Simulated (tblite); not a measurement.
Compound: C₆H₉ClOSi.
Numbering: `[CH3:1][C:2]1=[C:3]([CH:4]=[O:5])[CH2:6][Si@H:7]([Cl:8])[CH2:9]1` (hydrogens: H10, H11, H12 on C1; H13 on C4; H14, H15 on C6; H16 on Si7; H17, H18 on C9)

The geometry is computed with GFN2-xTB (gas phase).

List the bond lengths, angles and torsions at this level.

```tsv
bond	length (Å)
C1–C2	1.492
C2=C3	1.346
C3–C4	1.456
C4=O5	1.209
C3–C6	1.510
C6–Si7	1.899
Si7–Cl8	2.017
Si7–C9	1.909
C2–C9	1.503
C1–H10, C1–H11, C1–H12	1.089
C4–H13	1.107
C6–H14	1.091
C6–H15	1.091
Si7–H16	1.461
C9–H17	1.092
C9–H18	1.091
```

Bonds in one row agree within 0.01 Å and their mean is given. A selection of angles:
```tsv
angle	degrees
C2–C1–H10	109.9
C2–C1–H11	112.9
H10–C1–H11	108.8
H10–C1–H12	107.4
C1–C2–C3	126.9
C1–C2–C9	115.7
C3–C2–C9	117.4
C2–C3–C4	125.4
C2–C3–C6	118.5
C4–C3–C6	116.1
C3–C4–O5	124.6
C3–C4–H13	115.5
O5–C4–H13	119.9
C3–C6–Si7	105.3
C3–C6–H14	109.1
C3–C6–H15	109.0
Si7–C6–H14	114.3
Si7–C6–H15	113.5
H14–C6–H15	105.6
C6–Si7–Cl8	113.6
C6–Si7–C9	92.8
C6–Si7–H16	115.2
Cl8–Si7–C9	111.8
Cl8–Si7–H16	109.2
C9–Si7–H16	113.5
Si7–C9–H17	113.9
Si7–C9–H18	112.8
C2–C9–Si7	105.8
C2–C9–H17	109.4
C2–C9–H18	109.0
H17–C9–H18	105.8
```

Dihedral angles: C1–C2–C3–C4 1° (synperiplanar); C2–C3–C4–O5 -177° (antiperiplanar); C2–C3–C6–Si7 3° (synperiplanar); C3–C6–Si7–Cl8 112° (anticlinal); C6–Si7–C9–C2 4° (synperiplanar); C1–C2–C9–Si7 176° (antiperiplanar).

The 5-membered ring C2–C3–C6–Si7–C9 has internal angles of 92.8° to 118.5° (sum 540°, against 540° for a flat polygon); it is almost planar, 0.02 Å rms from its mean plane, widest ring torsion 4°. Of the pairs four or more bonds apart, H11···H13 is among the closest relative to their van der Waals radii: 2.04 Å, 85 % of the sum of Bondi's values. Si7 (chlorine-bound silicon) has angles from 92.8° to 115.2°. The C–C distances run from 1.346 Å (C2=C3, drawn double) to 1.510 Å (C3–C6, drawn single), a spread of 0.164 Å.

Point group: C1 (no symmetry element, even within 0.4 Å). Its GFN2-xTB frequencies are all real (lowest 24 cm⁻¹). The numbers are those of one conformer.
